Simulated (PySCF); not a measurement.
SMILES Cl[CH]Cl, doublet (PBE0/def2-SVP optimised geometry):

```
4

Cl     1.271    -0.308     0.000
C     -0.430    -0.308     0.000
Cl    -1.271     1.171     0.000
H     -0.933    -1.171    -0.439
```

Method: unrestricted PBE0/def2-TZVP run with PySCF.

**Question.** What are the frontier orbital energies (α orbitals alone; a β orbital can be the lowest empty one) and the dipole moment?

**Answer.** HOMO-2 -9.59 eV, HOMO-1 -9.32 eV, HOMO -6.34 eV, LUMO -0.01 eV, LUMO+1 1.80 eV; dipole moment 0.92 D.

On the same geometry unrestricted PBE/def2-TZVP run with PySCF gives HOMO-2 -8.16 eV, HOMO-1 -7.90 eV, HOMO -4.88 eV, LUMO -1.09 eV, LUMO+1 0.62 eV; dipole moment 0.82 D.

Meta-Löwdin charges at PBE0/def2-TZVP: Cl1 0.02, C2 -0.20, Cl3 0.02, H4 0.15.
